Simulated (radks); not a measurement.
The numbers below are computed, except where a source is named.
Isoelectronic series with 7 electrons, all held in the configuration [He] 2s2 2p3, which need not be the ground one along the series. Level of theory: Dirac Kohn-Sham, BLYP, spin-unpolarised, spherical densities, point nucleus; open shells fill j = l - 1/2 first (a radial shooting solver on a logarithmic mesh with Libxc functionals). Total energies (hartree) and mean radii <r> (bohr):

ion    E (hartree)   2p3/2   2p1/2
N        -54.51903   1.487   1.485
O+       -74.47839   1.111   1.109
F2+      -97.71574  0.8968  0.8954
Ne3+    -124.22841  0.7548  0.7534
Mg5+    -187.08778  0.5757  0.5742
Al6+    -223.44262  0.5151  0.5136
Si7+    -263.08803  0.4662  0.4646
P8+     -306.03036  0.4259  0.4242
S9+     -352.27664  0.3921  0.3903
Cl10+   -401.83456  0.3633  0.3614
Ar11+   -454.71247  0.3384  0.3365
K12+    -510.91932  0.3167  0.3147
Ca13+   -570.46468  0.2977  0.2956
Sc14+   -633.35877  0.2808  0.2787
Ti15+   -699.61242  0.2658  0.2635
V16+    -769.23710  0.2522  0.2499
Cr17+   -842.24491  0.2400  0.2376
